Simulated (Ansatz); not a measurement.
Ansatz results at the PBE0-D4/def2-TZVP geometry: LUMO energy (ωB97M-V/def2-TZVPP) 1.50 eV; HOMO energy (PBE/def2-TZVPP) -5.15 eV; HOMO–LUMO gap (B3LYP/def2-TZVPP) 5.13 eV.

Each molecule was computed in one conformer, which needn't be the lowest.

Q: Which molecule gave them?
A. `[F][GeH]1[NH][SiH2]1`
B. `CO[Si]1(S)C=N1`
C. `B/C(N)=[CH]/[SnH3]`
D. `[CH3][Al]([F])[SiH2]F`

A: B. The others give `[F][GeH]1[NH][SiH2]1`: 0.64, -6.35, 5.88; `B/C(N)=[CH]/[SnH3]`: -0.10, -5.41, 4.02; `[CH3][Al]([F])[SiH2]F`: 0.10, -6.44, 5.68.

B3LYP here is the variant with VWN-RPA as its local correlation; programs differ in this.
